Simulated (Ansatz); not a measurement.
Consider the substitution at a C–Cl bond: `O[SiH](F)CCl` + H₂S → `O[SiH](F)CS` + HCl.

Computed with Ansatz on PBE0-D4/def2-TZVP structures; ΔE is electronic, products minus reactants. CCSD(T)/CBS adds triple-zeta CCSD(T) − MP2 to the extrapolated MP2 energy (def2 sets, frozen cores). This one scheme is used for every species. DFT in def2-TZVPP. B3LYP here is the variant with VWN-RPA as its local correlation; programs differ in this. One conformer a species, not always the lowest.

```json
{"level": "PBE-D4", "ΔE (kJ/mol)": "-16.4", "difference from CCSD(T)/CBS": "-0.6"}
{"level": "r2SCAN-D4", "ΔE (kJ/mol)": "-15.3", "difference from CCSD(T)/CBS": "0.5"}
{"level": "PBE0-D4", "ΔE (kJ/mol)": "-16.7", "difference from CCSD(T)/CBS": "-0.9"}
{"level": "B3LYP-D4", "ΔE (kJ/mol)": "-13.8", "difference from CCSD(T)/CBS": "2.0"}
{"level": "ωB97X-V", "ΔE (kJ/mol)": "-13.6", "difference from CCSD(T)/CBS": "2.2"}
{"level": "ωB97M-V", "ΔE (kJ/mol)": "-14.7", "difference from CCSD(T)/CBS": "1.1"}
{"level": "B2PLYP", "ΔE (kJ/mol)": "-13.1", "difference from CCSD(T)/CBS": "2.7"}
{"level": "PBE", "ΔE (kJ/mol)": "-14.4", "difference from CCSD(T)/CBS": "1.4"}
{"level": "r2SCAN", "ΔE (kJ/mol)": "-14.7", "difference from CCSD(T)/CBS": "1.1"}
{"level": "PBE0", "ΔE (kJ/mol)": "-15.0", "difference from CCSD(T)/CBS": "0.8"}
{"level": "B3LYP", "ΔE (kJ/mol)": "-10.5", "difference from CCSD(T)/CBS": "5.3"}
{"level": "HF/def2-TZVPP", "ΔE (kJ/mol)": "-7.6", "difference from CCSD(T)/CBS": "8.2"}
{"level": "MP2/def2-TZVPP", "ΔE (kJ/mol)": "-18.3", "difference from CCSD(T)/CBS": "-2.5"}
{"level": "SCS-MP2/def2-TZVPP", "ΔE (kJ/mol)": "-15.4", "difference from CCSD(T)/CBS": "0.4"}
{"level": "CCSD/def2-TZVPP", "ΔE (kJ/mol)": "-15.1", "difference from CCSD(T)/CBS": "0.7"}
{"level": "CCSD(T)/def2-TZVPP", "ΔE (kJ/mol)": "-16.0", "difference from CCSD(T)/CBS": "-0.2"}
{"level": "HF/def2-QZVPP", "ΔE (kJ/mol)": "-7.4", "difference from CCSD(T)/CBS": "8.4"}
{"level": "MP2/def2-QZVPP", "ΔE (kJ/mol)": "-18.2", "difference from CCSD(T)/CBS": "-2.4"}
{"level": "SCS-MP2/def2-QZVPP", "ΔE (kJ/mol)": "-15.3", "difference from CCSD(T)/CBS": "0.5"}
{"level": "HF/CBS(def2)", "ΔE (kJ/mol)": "-7.4", "difference from CCSD(T)/CBS": "8.4"}
{"level": "MP2/CBS(def2)", "ΔE (kJ/mol)": "-18.1", "difference from CCSD(T)/CBS": "-2.3"}
{"level": "CCSD/CBS(def2)", "ΔE (kJ/mol)": "-14.9", "difference from CCSD(T)/CBS": "0.9"}
{"level": "CCSD(T)/CBS", "ΔE (kJ/mol)": "-15.8", "difference from CCSD(T)/CBS": "0"}
```

Largest T1 diagnostic among the species: 0.011.

The D4 term adds −3.2 kJ/mol with B3LYP and −1.8 kJ/mol with PBE0; it sums over pairs of atoms, weighted by their polarisabilities, and B3LYP, whose exchange is more repulsive, gets the larger term. In def2-TZVPP, CCSD(T) changes the Hartree–Fock value by −8.5 kJ/mol (the triples alone add −0.9 kJ/mol) and MP2 by −10.8 kJ/mol.
